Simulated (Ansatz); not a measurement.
C2H9BO2Si can be A, `COB(C)O[SiH3]`, or B, `CCB(O)O[SiH3]`.

Program: Ansatz. Geometries: PBE0-D4/def2-TZVP. ΔE: electronic, gas phase. CBS: MP2 limit from def2 TZ/QZ plus the TZ coupled-cluster correction, frozen cores. DFT in def2-TZVPP. B3LYP here is the variant with VWN-RPA as its local correlation; programs differ in this. Each species was taken in one conformer, which may not be the lowest.

A:

```xyz
15

C    -1.779   -1.109    1.390
O    -0.801   -1.447    0.429
B     0.027   -0.534   -0.134
C     1.083   -1.020   -1.190
O    -0.084    0.786    0.234
Si    0.725    2.142   -0.224
H    -1.885   -0.028    1.500
H    -2.733   -1.538    1.078
H    -1.501   -1.542    2.354
H     0.937   -0.516   -2.151
H     2.101   -0.775   -0.868
H     1.030   -2.096   -1.359
H     0.147    3.274    0.538
H     2.173    2.019    0.085
H     0.560    2.384   -1.681
```

B:

```xyz
15

C     1.6662    1.4085   -0.8071
C     0.6562    0.6639    0.0559
B    -0.2204   -0.4087   -0.6876
O    -0.0509   -0.6188   -2.0207
O    -1.1710   -1.1587   -0.0365
Si   -1.6701   -1.2115    1.5312
H     1.1705    1.9446   -1.6191
H     2.3745    0.7175   -1.2688
H     2.2375    2.1352   -0.2249
H     1.1665    0.1637    0.8909
H    -0.0235    1.3761    0.5443
H    -0.6454   -1.2974   -2.3539
H    -0.5434   -1.5802    2.4273
H    -2.7327   -2.2403    1.6169
H    -2.2138    0.1061    1.9521
```

Task: Which is lower in electronic energy at CCSD(T)/CBS, and by how much? (Estimate.)

Result: The calculation gave: B, by 46.1 kJ/mol.

Task: Give E(B) − E(A) in kJ/mol with PBE0-D4, B3LYP, B2PLYP, HF/def2-TZVPP, MP2/def2-TZVPP, CCSD(T)/def2-TZVPP, B3LYP-D4. (An estimate is asked.)

Result: Computed: PBE0-D4 -44.4, B3LYP -37.6, B2PLYP -41.1, HF/def2-TZVPP -37.3, MP2/def2-TZVPP -49.1, CCSD(T)/def2-TZVPP -44.7, B3LYP-D4 -38.1. None reverses the order clearly.

Largest T1 diagnostic: 0.012.

In def2-TZVPP, CCSD(T) changes the Hartree–Fock value by −7.4 kJ/mol (the triples alone add −0.0 kJ/mol) and MP2 by −11.9 kJ/mol.
